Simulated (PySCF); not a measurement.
**Polarisability and C₆ of Fe²⁺ (iron, charge +2)**

[Ar] 3d6, high-spin 5D determinant. Calculation: PySCF 2.14, in aug-cc-pVTZ-DK; scalar relativity by spin-free X2C-1e. Coupled (time-dependent) response in atomic units; α is the mean over directions.

```
method  mean α (bohr³)         α xx, yy, zz  C₆ (like pair)  S(−4)
 wB97X           3.844  4.115, 4.115, 3.303           11.23  8.510
```

S(−4) is the Cauchy moment in α(ω) = α(0) + S(−4) ω² + …

α(iu) at wB97X:

```
u (hartree)  α(iu) (bohr³)
          0          3.844
     0.0500          3.823
      0.100          3.762
      0.200          3.552
      0.300          3.282
      0.500          2.754
      0.750          2.240
       1.00          1.864
       1.50          1.357
       2.00          1.034
       3.00         0.6581
       5.00         0.3319
```

A single London oscillator, α(iu) = α/(1 + u²/ω²), gives C₆ = (3/4) ω α². Matching the computed C₆ needs ω = 4 × 11.23 / (3 × 3.844²) = 1.01 hartree.

For an ion, C₆ is the dispersion term alone; charge-induced terms of lower order in 1/R come first.

The components differ because the open shell of this determinant is not spherical; for a pure term their mean is the scalar polarisability.
